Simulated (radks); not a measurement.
Values are calculated unless marked as measured or tabulated.
Valence configurations of Gd III (all share [Xe]). Level of theory: scalar-relativistic Kohn-Sham, BLYP, spin-polarised, spherical densities, finite nucleus; open shells are filled with parallel spins first (spin-orbit coupling, left out, can overturn this in heavy ions); Fermi nuclear charge, rms radius 5.1569 fm (a radial shooting solver on a logarithmic mesh with Libxc functionals). Energies are relative to 4f7 5d1; eigenvalues in eV for spin up.

\begin{tabular}{lrrrrrr}
valence & E (eV) & moment (Bohr magnetons) & e(4f) & e(5d) & e(6p) & e(6s) \\ \hline
4f7.5 5d0.5 & -1.117 & 7 & -20.819 & -14.781 & - & - \\
4f7 5d1 & 0.000 & 8 & -24.066 & -15.646 & - & - \\
4f7 5d0.5 6p0.5 & 2.437 & 8 & -25.953 & -16.950 & -11.858 & - \\
4f7 6p1 & 5.103 & 8 & -27.854 & - & -12.645 & - \\
4f6.5 5d1 6s0.5 & 5.243 & 8 & -28.752 & -17.366 & - & -16.459 \\
4f6.5 5d0.5 6s1 & 5.763 & 8 & -30.124 & -18.249 & - & -17.077 \\
4f6 5d1 6s1 & 12.399 & 8 & -33.729 & -19.137 & - & -17.451 \\
4f6 5d0.5 6s1 6p0.5 & 15.859 & 8 & -35.761 & -20.491 & -13.283 & -18.369 \\
4f4.5 5d2.5 6s1 & 40.971 & 8 & -45.325 & -21.737 & - & -18.404 \\
4f5 5d1 6p2 & 44.085 & 8 & -46.702 & -24.552 & -14.945 & - \\
\end{tabular}

NIST lists [Xe] 4f7 5d1 as the ground configuration; this level of theory puts 4f7.5 5d0.5 lower, by 1.117 eV. The energies are those of spherical high-spin densities, not of single terms.
